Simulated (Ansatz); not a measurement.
Mulliken charges of `O[C@@H]1S[Si@@H]1O` from ωB97M-V/def2-TZVPP in Ansatz (PBE0-D4/def2-TZVP geometry).

```
atom   x (Å)   y (Å)   z (Å)  charge (e)
  O1   0.669   1.504  -0.234      -0.302
  C2   0.774   0.150  -0.500      -0.081
  S3  -0.590  -0.598  -1.616      -0.226
 Si4  -0.377  -0.953   0.421       0.471
  O5  -1.377  -0.301   1.529      -0.374
  H6   0.902   2.004  -1.023       0.188
  H7   1.748  -0.167  -0.869       0.143
  H8  -0.014  -2.293   0.907      -0.015
  H9  -1.647   0.607   1.368       0.195
```

Q: By hand: the dipole of these point charges (1 e Å = 4.8032 D).

A: Σ q r = (0.305, -0.162, 0.039) e Å, of length 0.348 e Å = 1.67 D.

Q: How does the dipole of the full density compare? (An estimate is asked.)

A: Ansatz gave: (0.216, 0.207, -0.046) e Å, 1.45 D; the point charges give 1.15 times that, at 73° from its direction.

Point charges leave out the atoms' own dipoles, such as those of lone pairs, and Mulliken's split depends on the basis, so the two needn't agree.
